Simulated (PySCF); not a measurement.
## Relaxation of singlet BeI₂

These are results of PySCF, PBE0, basis Be def2-TZVP, I def2-TZVP with ECP28 (scalar-relativistic core potentials, no spin–orbit coupling, density fitting), not measurements. A (50,194) grid was used.

A hand-made linear start, of D∞h symmetry, held to at least that symmetry:

Coordinates in bohr (charge 0 multiplicity 1):
```
Be    0.0000    0.0000    0.0000
I     0.0000    0.0000    4.4409
I     0.0000    0.0000   -4.4409
```

Question: What forces act on the atoms at the start (eV/Å)?

Answer: 
```json
{"atom": "Be1", "Fx": "0.00", "Fy": "0.00", "Fz": "0.00"}
{"atom": "I2", "Fx": "0.00", "Fy": "0.00", "Fz": "-1.77"}
{"atom": "I3", "Fx": "0.00", "Fy": "0.00", "Fz": "1.77"}
```

Question: What does it relax to?

Answer: It ends at D∞h with Be–I 2.162 Å (×2); I–Be–I 180.0°. A frequency run shows a minimum. Other isomers or separated fragments may lie lower.

Question: How much energy is released, and in how many steps?

Answer: 35.8 kJ/mol in 4 steps.

The relaxation took about 30 core-seconds on a shared host.
